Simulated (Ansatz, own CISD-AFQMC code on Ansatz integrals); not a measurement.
C2H3B, SMILES `B1C=C1` (charge 0, multiplicity 1).

Z-matrix (Å, degrees):
```
C
C 1 1.3462
H 2 1.0799 1 138.85
H 1 1.0799 2 138.85 3 0.00
B 2 1.4673 3 158.46 1 180.00
H 5 1.1775 2 152.69 3 0.00
```
Charge 0, spin multiplicity 1.

Frozen-core correlation energies in cc-pVDZ at a geometry from B3LYP-D3(BJ)/def2-TZVP, on an HF energy of -102.11048 Ha (<S^2> = 0.00). Wave-function levels are from Ansatz, the walk from an own CISD-AFQMC code on Ansatz integrals (time step 0.005/Ha, trial state from CCSD amplitudes, largest double 0.09).

```
level     correlation energy (mHa)
--------  ------------------------
MP2                         -328.2
CCSD                        -355.9
CCSD(T)                     -369.7
CCSDT(Q)                    -371.2
```

Q: What correlation energy does phaseless AFQMC give, and where does it lie among these levels?

A: -370.8 ± 0.4 mHa (one standard error). AFQMC minus each level: MP2 -42.6 mHa, CCSD -14.9 mHa, CCSD(T) -1.1 mHa, CCSDT(Q) +0.4 mHa.
